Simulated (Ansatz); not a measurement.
`NCOC[SiH3]` → `C[SiH2]NCO`  (isomerisation)

Computed with Ansatz on PBE0-D4/def2-TZVP structures; ΔE is electronic, products minus reactants. CBS: MP2 limit from def2 TZ/QZ plus the TZ coupled-cluster correction, frozen cores. Functionals use def2-TZVPP. Each species was taken in one conformer, which may not be the lowest.

Q: Is it downhill or uphill in electronic energy at CCSD(T)/CBS, and by how much? (Best estimate.)

A: Ansatz gave: Downhill: ΔE = -154.3 kJ/mol.

Q: What do these levels give: PBE0, CCSD/def2-TZVPP, HF/def2-QZVPP, MP2/def2-QZVPP, SCS-MP2/def2-QZVPP, MP2/CBS(def2)? (An estimate is asked.)

A: The calculation gave: PBE0 -148.7, CCSD/def2-TZVPP -151.7, HF/def2-QZVPP -151.4, MP2/def2-QZVPP -161.8, SCS-MP2/def2-QZVPP -156.5, MP2/CBS(def2) -163.1 kJ/mol.

Largest T1 diagnostic among the species: 0.011.

From PBE to PBE0 (25 % exact exchange), in def2-TZVPP and without D4, ΔE moves by −5.5 kJ/mol.
